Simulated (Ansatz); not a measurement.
C₂H₆Mn⁻, that is MnMe2 with one electron more. Charge -1, multiplicity 5. Geometry r2SCAN-D4/def2-TZVP, that of the neutral sextet.

```
atom   x (Å)   y (Å)   z (Å)
 Mn1   0.028   0.017  -0.001
  C2  -0.868   1.349  -1.300
  H3  -1.834   1.709  -0.923
  H4  -1.064   0.903  -2.283
  H5  -0.253   2.239  -1.479
  C6   0.871  -1.347   1.300
  H7   1.853  -1.025   1.668
  H8   1.021  -2.329   0.833
  H9   0.247  -1.516   2.186
```

At PBE-D4/def2-TZVPD, r2SCAN-D4/def2-TZVPD, PBE0-D4/def2-TZVPD the highest occupied level of the charge -1 quintet lies above zero (up to 1.70 eV). By energy differences its removal costs 0.75 eV (vertical, to the charge 0 sextet, at PBE-D4/def2-TZVPD); a positive level beside a positive removal energy at the same level points to self-interaction error. At r2SCAN-D4/def2-TZVPD, PBE0-D4/def2-TZVPD the charge -1 quintet is spin-contaminated (final ⟨S²⟩ up to 6.25, 6.00 for a pure state).

**Question.** Estimate the α-spin orbital energies around the gap (eV) in Ansatz with PBE-D4/def2-TZVPD, r2SCAN-D4/def2-TZVPD, PBE0-D4/def2-TZVPD.

**Answer.** 
```json
{"orbital": "HOMO−5", "PBE-D4/def2-TZVPD": "-0.96", "r2SCAN-D4/def2-TZVPD": "-1.65", "PBE0-D4/def2-TZVPD": "-3.43"}
{"orbital": "HOMO−4", "PBE-D4/def2-TZVPD": "-0.96", "r2SCAN-D4/def2-TZVPD": "-1.64", "PBE0-D4/def2-TZVPD": "-3.43"}
{"orbital": "HOMO−3", "PBE-D4/def2-TZVPD": "-0.49", "r2SCAN-D4/def2-TZVPD": "-1.18", "PBE0-D4/def2-TZVPD": "-2.87"}
{"orbital": "HOMO−2", "PBE-D4/def2-TZVPD": "-0.48", "r2SCAN-D4/def2-TZVPD": "-1.18", "PBE0-D4/def2-TZVPD": "-2.87"}
{"orbital": "HOMO−1", "PBE-D4/def2-TZVPD": "-0.26", "r2SCAN-D4/def2-TZVPD": "-0.51", "PBE0-D4/def2-TZVPD": "-1.39"}
{"orbital": "HOMO", "PBE-D4/def2-TZVPD": "0.20", "r2SCAN-D4/def2-TZVPD": "-0.22", "PBE0-D4/def2-TZVPD": "-1.25"}
{"orbital": "LUMO", "PBE-D4/def2-TZVPD": "3.40", "r2SCAN-D4/def2-TZVPD": "3.64", "PBE0-D4/def2-TZVPD": "3.88"}
{"orbital": "LUMO+1", "PBE-D4/def2-TZVPD": "3.40", "r2SCAN-D4/def2-TZVPD": "3.64", "PBE0-D4/def2-TZVPD": "3.88"}
{"orbital": "LUMO+2", "PBE-D4/def2-TZVPD": "3.48", "r2SCAN-D4/def2-TZVPD": "3.88", "PBE0-D4/def2-TZVPD": "3.97"}
{"orbital": "LUMO+3", "PBE-D4/def2-TZVPD": "3.58", "r2SCAN-D4/def2-TZVPD": "3.91", "PBE0-D4/def2-TZVPD": "4.05"}
{"orbital": "LUMO+4", "PBE-D4/def2-TZVPD": "5.09", "r2SCAN-D4/def2-TZVPD": "5.54", "PBE0-D4/def2-TZVPD": "5.54"}
{"orbital": "LUMO+5", "PBE-D4/def2-TZVPD": "5.47", "r2SCAN-D4/def2-TZVPD": "5.92", "PBE0-D4/def2-TZVPD": "6.12"}
{"orbital": "β HOMO", "PBE-D4/def2-TZVPD": "1.70", "r2SCAN-D4/def2-TZVPD": "1.67", "PBE0-D4/def2-TZVPD": "1.22"}
{"orbital": "β LUMO", "PBE-D4/def2-TZVPD": "2.74", "r2SCAN-D4/def2-TZVPD": "3.34", "PBE0-D4/def2-TZVPD": "3.66"}
```
